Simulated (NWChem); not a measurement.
System: PbF$_{2}$, singlet; SMILES [F][Pb][F]

Excerpt of the output:

```
             Northwest Computational Chemistry Package (NWChem) 7.3.0
             --------------------------------------------------------

 C2V symmetry detected

                             Geometry "geometry" -> ""
                             -------------------------

 Output coordinates in angstroms (scale by  1.889725989 to convert to a.u.)

  No.       Tag          Charge          X              Y              Z
 ---- ---------------- ---------- -------------- -------------- --------------
    1 Pb                  82.0000     0.00000000     0.00000000     0.24665094
    2 F                    9.0000    -1.52802800     0.00000000    -1.12363206
    3 F                    9.0000     1.52802800     0.00000000    -1.12363206

 Effective nuclear repulsion energy (a.u.)     394.5787909205

      Symmetry information
      --------------------

 Group name             C2v
 Group number             16
 Group order               4
 No. of unique centers     2

 Summary of "ao basis" -> "ao basis" (spherical)
 ------------------------------------------------------------------------------
       Tag                 Description            Shells   Functions and Types
 ---------------- ------------------------------  ------  ---------------------
 Pb                         def2-svp                10       26   4s4p2d
 F                          def2-svp                 6       14   3s2p1d

      Symmetry analysis of basis
      --------------------------

        a1         22
        a2          6
        b1         16
        b2         10

            General Information
            -------------------
          SCF calculation type: DFT
          Wavefunction type:  closed shell.
          No. of atoms     :     3
          No. of electrons :    40
           Alpha electrons :    20
            Beta electrons :    20
          Charge           :     0
          Spin multiplicity:     1
          Use of symmetry is: on ; symmetry adaption is: on
          Maximum number of iterations: 150
          AO basis - number of functions:    54
                     number of shells:    22
          Convergence on energy requested:  1.00D-06
          Convergence on density requested:  1.00D-05
          Convergence on gradient requested:  5.00D-04

              XC Information
              --------------
          PerdewBurkeErnzerhof Exchange Functional  1.000
            Perdew 1991 LDA Correlation Functional  1.000 local
           PerdewBurkeErnz. Correlation Functional  1.000 non-local

             Grid Information
             ----------------
          Grid used for XC integration:  fine
          Radial quadrature: Mura-Knowles
          Angular quadrature: Lebedev.
          Tag              B.-S. Rad. Rad. Pts. Rad. Cut. Ang. Pts.
          ---              ---------- --------- --------- ---------
          Pb                  1.80      141           7.0       974
          F                   0.50       70           8.0       590
          Grid pruning is: on
          Number of quadrature shells:   211
          Spatial weights used:  Erf1

      Superposition of Atomic Density Guess
      -------------------------------------

 Sum of atomic energies:        -417.94511601

      Non-variational initial energy
      ------------------------------

 Total energy =    -390.073479
 1-e energy   =    -845.770187
 2-e energy   =     339.571390
 HOMO         =      -0.404810
 LUMO         =      -0.044453

      Symmetry analysis of molecular orbitals - initial
      -------------------------------------------------

  Numbering of irreducible representations:

     1 a1          2 a2          3 b1          4 b2

  Orbital symmetries:

     1 a1          2 b1          3 a1          4 b1          5 a1
     6 b2          7 a1          8 b1          9 b1         10 a1
    11 a1         12 a2         13 b2         14 a1         15 b1
    16 b2         17 a1         18 a2         19 b1         20 a1
    21 b2         22 b1         23 a1         24 a1         25 b2
    26 a1         27 b1         28 b2         29 a2         30 a1

     ---------------------------------------------
      Total Density - Mulliken Population Analysis
     ---------------------------------------------

    Atom       Charge   Shell Charges
 -----------   ------   -------------------------------------------------------
    1 Pb  22    20.39   2.99 -0.94  1.20  0.72  3.38  2.60  0.29  0.10  9.75  0.30
    2 F    9     9.80   1.99  1.16  0.81  3.59  2.25  0.00
    3 F    9     9.80   1.99  1.16  0.81  3.59  2.25  0.00

   convergence    iter        energy       DeltaE   RMS-Dens  Diis-err
 ---------------- ----- ----------------- --------- --------- ---------
 d= 0,ls=0.0,diis     1   -392.1209519544 -5.08D+02  6.83D-02  1.32D+00
 d= 0,ls=0.0,diis     2   -388.9767033071  3.14D+00  5.09D-02  2.73D+01
 d= 0,ls=0.0,diis     3   -392.3024395490 -3.33D+00  1.98D-03  4.15D-02
 d= 0,ls=0.0,diis     4   -392.3042616007 -1.82D-03  1.52D-03  1.05D-02
 d= 0,ls=0.0,diis     5   -392.3057576168 -1.50D-03  3.29D-04  3.04D-04
  Resetting Diis
 d= 0,ls=0.0,diis     6   -392.3057894426 -3.18D-05  9.69D-05  2.43D-05
 d= 0,ls=0.0,diis     7   -392.3057924818 -3.04D-06  3.81D-05  9.35D-07
 d= 0,ls=0.0,diis     8   -392.3057918844  5.97D-07  2.56D-05  7.09D-06
 d= 0,ls=0.0,diis     9   -392.3057925826 -6.98D-07  4.77D-06  3.57D-08

[...]

                         DFT ENERGY GRADIENTS

    atom               coordinates                        gradient
                 x          y          z           x          y          z
   1 Pb      0.000000   0.000000   0.466103    0.000000   0.000000  -0.012062
   2 F      -2.887554   0.000000  -2.123357    0.006918   0.000000   0.006031
   3 F       2.887554   0.000000  -2.123357   -0.006918   0.000000   0.006031
```

Level: PBE/def2-SVP with def2 effective core potentials on Pb. Low-valent species are run as closed-shell singlets; no triplet was tried in these runs. Geometry: optimised at PBE0/def2-SVP. def2 effective core potentials on Pb; no spin-orbit coupling.

**Question.** Write an input that gives this output.

**Answer.** This is not unique; one that fits is the input that was run:
```
start job
memory heap 200 mb stack 900 mb global 1100 mb
geometry units angstroms noautoz
  Pb     0.000000     0.000000     0.291192
  F     -1.528028     0.000000    -1.079091
  F      1.528028     0.000000    -1.079091
end
basis spherical
  Pb library def2-svp
  F library def2-svp
end
ecp
  Pb library def2-ecp
end
dft
  xc xpbe96 cpbe96
  grid fine
  iterations 150
  mulliken
end
task dft gradient
```
